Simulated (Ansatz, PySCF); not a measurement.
Gas-phase reaction (SMILES): C[O][Ga]([Br])[O]C + [H][H] (H2) -> C[O][GaH][O]C + Br (HBr); hydrogen cleaves one Ga-Br bond, a model of a ligand-exchange step.

Geometries: B3LYP-D3(BJ)/def2-TZVP minima from Ansatz (a program for electronic structure), one conformer each, not searched for the lowest. Cores are frozen in the correlated levels unless marked. No spin-orbit coupling. Frozen are the shells of the preceding noble gas and the d and f shells that filled before the atom's block. Non-relativistic. CBS marks a two-point X^-3 extrapolation of the correlation energy; Hartree-Fock from the larger set. Thermal terms are rigid-rotor harmonic-oscillator values from B3LYP-D3(BJ) frequencies (Ansatz or PySCF) at 298.15 K and 1 atm. 1 Eh = 627.5095 kcal/mol.

```tsv
species	E, CCSD(T)/CBS(cc-pVTZ,cc-pVQZ) (Ansatz) (Eh)	E, r2SCAN-D4/def2-TZVPD (Ansatz + dftd4) (Eh)	H - E (Eh)
C[O][Ga]([Br])[O]C	-4726.19277	-4729.32439	0.09495
[H][H] (H2)	-1.17450	-1.17100	0.01336
C[O][GaH][O]C	-2154.04116	-2155.71322	0.09909
Br (HBr)	-2573.28320	-2574.74145	0.00927
```

Task: Work out ΔE and ΔH at 298.15 K at the first level, then ΔH at the second.

Result: 
1. ΔE = [(-2154.04116) + (-2573.28320)] - [(-4726.19277) + (-1.17450)] = 0.04291 Eh = 26.9 kcal/mol at CCSD(T)/CBS(cc-pVTZ,cc-pVQZ).
2. The terms H - E add up to 0.00005 Eh, so ΔH = (0.04291 + (0.00005))×627.5095 = 27.0 kcal/mol.
3. At r2SCAN-D4/def2-TZVPD the same steps give ΔE = 25.6 and ΔH = 25.6 kcal/mol, a shift of -1.4 from the first level.
4. These values are not checked against measurement here, since the tables used lack a sound gas-phase enthalpy of formation for at least one species.
